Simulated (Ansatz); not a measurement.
Born–Oppenheimer molecular dynamics of GeH7N (9 atoms, charge 0, multiplicity 1). It starts at the highest image of a converged band. Of that band: Neighbouring images differ by up to 1.8 eV, so the band resolves the path poorly. A vibrational analysis at the climbing image gives one clearly imaginary mode, 1274i cm⁻¹: a first-order saddle point.

Computed with RKS PBE0-D4/def2-mTZVP (Ansatz 0.2.0).

| Property | Result |
| --- | --- |
| ensemble | NVE (velocity Verlet) |
| time step | 0.5 fs |
| steps asked | 200 |
| starting velocities drawn for | 100 K |
| seed | 9974 |

First frame:

```xyz
9
Properties=species:S:1:pos:R:3
Ge -0.302 0.037 -0.172
H -0.066 -0.996 1.660
H 0.944 0.800 0.283
H -0.949 0.928 -1.293
H -0.135 -1.347 -0.806
N -1.858 0.194 1.066
H -2.698 -0.291 0.757
H -2.109 1.129 1.383
H -1.148 -0.455 1.730
```

(1) How far do the bonds stretch over the last three quarters of this one trajectory? (Pairs bonded in most of those frames.)

Answers

(1) 
| bond | mean (Å) | spread (Å) | shortest | longest |
| --- | --- | --- | --- | --- |
| Ge1–H3 | 1.546 | 0.021 | 1.51 | 1.58 |
| Ge1–H4 | 1.549 | 0.027 | 1.50 | 1.59 |
| Ge1–H5 | 1.543 | 0.010 | 1.53 | 1.56 |
| Ge1–N6 | 1.846 | 0.036 | 1.78 | 1.92 |
| H2–H9 | 0.759 | 0.068 | 0.66 | 0.86 |
| N6–H7 | 1.016 | 0.011 | 1.00 | 1.03 |
| N6–H8 | 1.014 | 0.009 | 1.00 | 1.03 |

Mean temperature of the second half: 1750 K. The conserved energy stayed within 0.55 meV per atom of its start (net change -0.52 meV per atom), so the integration is sound. The kinetic energy rose, since the run started high on the potential surface and went downhill. It ends in pieces (GeH5N + H2), so much of that is their flight and rotation, not heat. A run of 0.1 ps of so small a system gives no equilibrium averages. The orbitals stay closed-shell, which can raise the energy where a bond breaks towards radicals; this wasn't checked here.

Time of the run: 8.4 min on 1 thread of Arm Neoverse V1, on a shared host, peak memory 0.16 GiB.
